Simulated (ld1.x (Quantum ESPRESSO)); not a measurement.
# Before and after: TM semilocal potential for niobium

* Element: niobium
* Generator: ld1.x (Quantum ESPRESSO) 7.5
* Type: norm-conserving Troullier–Martins (semilocal form)
* Functional: PBEsol
* Relativity: scalar-relativistic
* Frozen core: [Ar] 3d10
* Valence charge: 13
* Reference configuration: 4s2 4p6 4d2 5s0 5p0 (charge +3)
* Partial waves: 4s (bound): rc 1.65 bohr; 4p (bound): rc 2.20 bohr; 4d (bound): rc 1.55 bohr
* Local potential: the d channel
* Core correction: Bessel-smoothed model core, default radius (core density twice the valence density)

Change: reference 4s2 4p6 4d3 5s2 5p0 (5s counted twice).

Cutoffs: the cutoffs (Ry, on a coarse ladder) from which the occupation-weighted sum of valence levels, in a spherical-Bessel basis at the reference potential, stays within 10 and 1 mRy of its value at 400 Ry; they do not see the model core or the augmentation charge, which bear on the density cutoff. Errors are all-electron minus pseudo energies relative to the spin-unpolarised reference configuration.

Q: What does the change do?

A: The potential gets neither clearly harder nor softer (50 Ry and 70 Ry → 50 Ry and 70 Ry); the s channel sets the loose cutoff, while the largest relative change is in d, which becomes softer; the miss of the reference levels goes from 0.00 to 0.59 eV; the range in which the s phases agree widens (upper end -3.0 → -1.0); the range in which the p phases agree widens (upper end -1.8 → 0.2); neither file shows a bound ghost at the reference potential, the only one tested. A semilocal file is local in each channel, so a ghost entry of none says nothing of the separable form that plane-wave codes build from it. In the changed file ld1.x takes every shell without a wave as core, so the model core holds the 5s electrons as well and exchange and correlation see them twice. This cancels in the reference configuration, but the file is broken for other ones, and its errors say nothing about a proper core correction.

```csv
quantity,base,changed
"cutoff, loose",50 Ry,50 Ry
"cutoff, tight",70 Ry,70 Ry
loose cutoff by channel (10 mRy a level),"s 30 Ry, p 21 Ry, d 35 Ry","s 30 Ry, p 21 Ry, d 30 Ry"
bound ghosts,none,none
"largest miss of a reference level, eV",0.00,0.59
"largest error over its own tests, meV",+728,-3802
s: phases at 2.41 bohr within 0.05 rad from the reference energy up to (Ry; the scan ends near 5),-3.0,-1.0
p: phases at 2.41 bohr within 0.05 rad from the reference energy up to (Ry; the scan ends near 5),-1.8,0.2
d: phases at 2.41 bohr within 0.05 rad from the reference energy up to (Ry; the scan ends near 5),to the end of the scan,to the end of the scan
```

Changed file: These tests converged, but a pseudo level misses the all-electron one widely, so the file describes the atom poorly there or has found another state: 4s2 4p6 4d3 5s0 5p0: empty 5s by 2.2 eV; 4s2 4p6 4d2 5s0 5p0: empty 5s by 2.9 eV.
